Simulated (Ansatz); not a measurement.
Si₂F₂⁻. The state is a doublet with charge -1. Geometry B3LYP-D4/def2-TZVP, that of the neutral singlet; atoms count from 1.

```tsv
atom	x (Å)	y (Å)	z (Å)
Si1	-0.0866	-0.8451	1.1118
Si2	0.6628	1.2132	-0.2290
F3	-1.6233	-0.5902	0.5963
F4	1.0471	0.2221	-1.4791
```

The charge -1 doublet is spin-contaminated (final ⟨S²⟩ up to 1.32, 0.75 for a pure state). The highest occupied level of the charge -1 doublet lies above zero (up to 0.45 eV). Its loss leaves the charge 0 singlet, which lies 1.30 eV higher (vertical, at PBE0-D4/def2-TZVPD), but this difference is unsure: the singlet is doubtful (at the level of its geometry, restricted singlet, unstable towards broken spin symmetry at other levels and untested here). Another isomer (singlet) lies 0.07 eV lower at r2SCAN-D4/def2-TZVP.

Estimate the Mulliken populations from the PBE0/def2-TZVPD orbitals of Ansatz.


```csv
atom,charge (e),spin (α − β)
Si1,-0.13,0.07
Si2,-0.28,0.96
F3,-0.26,-0.03
F4,-0.32,0.00
```
Mulliken values and Mayer orders depend strongly on the basis. With diffuse functions, as here, like atoms can get unlike values, and bond orders can come out too low or too high.

Where does the spin sit?

Summed by element: Si 1.02, F -0.02, of 1 unpaired in all. Largest on single atoms: Si2 0.96, Si1 0.07, F3 -0.03.

And the Mayer bond orders between bonded heavy atoms (over 0.3)?

Si1–Si2 1.25 (2.57 Å); Si1–F3 0.91 (1.64 Å); Si2–F4 0.90 (1.64 Å).
